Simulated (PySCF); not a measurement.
Assignment exercise: C9H16O

Bonds (- single, = double, # triple, : aromatic): C1-O2, O2-C3, C3-C4, C4-C5, C5-C6, C6-C7, C7-C8, C8-C9, C9-C10, C9-C3, C10-C6. C1 carries H11, H12, H13; C3 carries H14; C4 carries H15, H16; C5 carries H17, H18; C6 carries H19; C7 carries H20, H21; C8 carries H22, H23; C9 carries H24; C10 carries H25, H26. Stereochemistry as in CO[C@@H]1CC[C@H]2CC[C@@H]1C2. H21, H22, H26 are cis to C3 on the ring; H15, H18 are cis to O2 on the ring; H20, H23, H25 are trans to C3 on the ring; H16, H17 are trans to O2 on the ring.

[PySCF 2.14: PBE0/pcSseg-1 with gauge-including orbitals; geometry: GFN2-xTB; one conformer; rapidly exchanging positions averaged; relativity neglected; gas phase]

Shifts are taken against calculated references (same method and geometry level): 13C, 1H vs TMS.

**Question.** Assign these signals to the numbered atoms. 13C{1H} NMR (computed): δ 84.5, 58.1, 38.6, 38.4, 34.0, 33.0, 30.1, 29.8, 29.3.

**Answer.** 
```tsv
δ (ppm)	atoms	environment	reason
84.5	C3	sp3 CH bonded to O	deshielded by the electronegative neighbour
58.1	C1	methyl carbon bonded to O	deshielded by the electronegative neighbour
38.6	C9	sp3 CH in a ring	saturated and bonded to C and H only
38.4	C6	sp3 CH in a ring	–
34.0	C10	sp3 CH2 in a ring	saturated and bonded to C and H only
33.0	C5	sp3 CH2 in a ring	–
30.1	C7	sp3 CH2 in a ring	–
29.8	C4	sp3 CH2 in a ring	–
29.3	C8	sp3 CH2 in a ring	–
```

C9 and C6; C10 and C5; C7 and C4; C4 and C8 lie closer than the usual error of such a calculation, so a measured spectrum could show them in the other order.

**Question.** Assign these signals to the numbered atoms. 1H NMR (400 MHz, computed): δ 3.50 (s, 3H), 3.08 (m, 1H), 2.37 (m, 1H), 2.03 (m, 1H), 1.97 (m, 1H), 1.82 (m, 1H), 1.79 (m, 1H), 1.78 (m, 1H), 1.55 (m, 1H), 1.53 (m, 1H), 1.47 (m, 1H), 1.30 (m, 1H), 1.22 (m, 1H), 1.14 (m, 1H).

**Answer.** 
| δ (ppm) | atoms | environment | reason |
| --- | --- | --- | --- |
| 3.50 | H11/H12/H13 | hydrogen on a methyl carbon bonded to O | its carbon carries O, which withdraws density |
| 3.08 | H14 | hydrogen on an sp3 CH bonded to O | its carbon carries O, an electronegative neighbour |
| 2.37 | H24 | hydrogen on an sp3 CH in a ring | – |
| 2.03 | H19 | hydrogen on an sp3 CH in a ring | – |
| 1.97 | H26 | hydrogen on an sp3 CH2 in a ring | far from electronegative atoms and π systems |
| 1.82 | H18 | hydrogen on an sp3 CH2 in a ring | – |
| 1.79 | H23 | hydrogen on an sp3 CH2 in a ring | – |
| 1.78 | H20 | hydrogen on an sp3 CH2 in a ring | – |
| 1.55 | H15 | hydrogen on an sp3 CH2 in a ring | – |
| 1.53 | H16 | hydrogen on an sp3 CH2 in a ring | – |
| 1.47 | H21 | hydrogen on an sp3 CH2 in a ring | far from electronegative atoms and π systems |
| 1.30 | H22 | hydrogen on an sp3 CH2 in a ring | – |
| 1.22 | H17 | hydrogen on an sp3 CH2 in a ring | – |
| 1.14 | H25 | hydrogen on an sp3 CH2 in a ring | – |

H19 and H26; H18 and H23; H23 and H20; H15 and H16; H16 and H21; H22 and H17; H17 and H25 lie closer than the usual error of such a calculation, so a measured spectrum could show them in the other order.

Shifts are as computed. Against solution values, carbons near 30 ppm lie about +3 ppm off and those near 130 ppm about +5 ppm. Of 1211 compounds with measured shifts, 218 miss one by over three times the rms of a fit or turn the order of signals round; such compounds aren't used in these exercises. No couplings were computed; multiplicities are counted from neighbouring protons, with m where these are inequivalent, close in shift, in a saturated or five-membered ring or joined by F or P, and br s for small geminal =CH2 splittings.
